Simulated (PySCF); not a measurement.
silylmethoxysilane (CH8OSi2), SMILES [SiH3]OC[SiH3].

Geometry: B3LYP-D3(BJ)/def2-SVP. The values are those of a single conformer.

All values below come from M06-2X/def2-TZVP (PySCF).

The molecule is in vacuum.

Computed frontier levels, gap, dipole moment and polarisability:
```json
{
  "highest_occupied_level": "-8.98 eV",
  "lowest_empty_level": "0.79 eV",
  "orbital_gap": "9.77 eV",
  "dipole_moment": "0.202 e·Å",
  "quadrupole, principal values (traceless, Buckingham form, about the centre of nuclear charge)": "-2.59, -0.38, 2.97 D·Å",
  "mean_static_polarisability": "68.3 bohr³ (10.12 Å³)",
  "polarisability_principal_values": "61.0, 64.7, 79.2 bohr³"
}
```
